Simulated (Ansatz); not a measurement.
The molecule AlTe, multiplicity 2 (lowest of 2S+1 = 2, 4 at CCSD(T)/def2-TZVPP on PBE0 minima; our sources give no spin for the ground state, which may be another). No spin–orbit coupling.

Seven points along R, fitted to fifth degree in 1/R; most abundant isotopes. In def2 and cc sets the state is the lowest found near the PBE0 minimum, followed along R.

Run with Ansatz (an electronic-structure program).  In def2 rows elements past Kr take small-core potentials, without spin–orbit coupling.

Energies at PBE0/def2-TZVPP:

```csv
R (Å),E (hartree)
2.204602,-510.35277602
2.263866,-510.35799050
2.318388,-510.36046685
2.380022,-510.36114684
2.441656,-510.36008310
2.512772,-510.35724911
2.595741,-510.35243546
```

**Question.** With a reduced mass of 22.3413 u, find the minimum, the force constant and the constants.

**Answer.** A fifth-degree polynomial in 1/R puts the minimum at r_e = 2.3706 Å with force constant 208 N/m. Then ω_e = (1/2πc)√(k/μ) = 397 cm⁻¹ and B_e = h/(8π²cμr_e²) = 0.1343 cm⁻¹; the cubic and quartic terms give α_e = 0.00068 and ω_e x_e = 1.7 cm⁻¹.
